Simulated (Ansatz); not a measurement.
Reaction (ligand exchange at a Ge–S bond): `CC#C[S][GeH3]` + `CCN[SiH2]Cl` → `CC[N]([GeH3])[SiH2]Cl` + `CC#CS`

Gas-phase electronic energies from Ansatz, PBE0-D4/def2-TZVP geometries. CCSD(T)/CBS adds triple-zeta CCSD(T) − MP2 to the extrapolated MP2 energy (def2 sets, frozen cores). For Ge outer-core shells are correlated without core-valence functions, which leaves a few kJ/mol of doubt a bond. Scalar relativity is left out up to krypton. Each species was taken in one conformer, which may not be the lowest.

```csv
species,CCSD(T)/CBS(def2) energy (Eh)
`CC#C[S][GeH3]`,-2591.60027
`CCN[SiH2]Cl`,-884.55705
`CC[N]([GeH3])[SiH2]Cl`,-2961.87329
`CC#CS`,-514.26919
```

**Question.** Work out ΔE.

**Answer.** ΔE = (-2961.87329) + (-514.26919) − (-2591.60027) − (-884.55705) = 0.01484 Eh = +0.40 eV.

Largest T1 diagnostic among the species: 0.012.

The D4 term adds −0.09 eV with B3LYP and −0.05 eV with PBE0; it sums over pairs of atoms, weighted by their polarisabilities, and B3LYP, whose exchange is more repulsive, gets the larger term. In def2-TZVPP, CCSD(T) changes the Hartree–Fock value by −0.14 eV (the triples alone add −0.01 eV) and MP2 by −0.13 eV.

B3LYP here is the variant with VWN-RPA as its local correlation; programs differ in this.
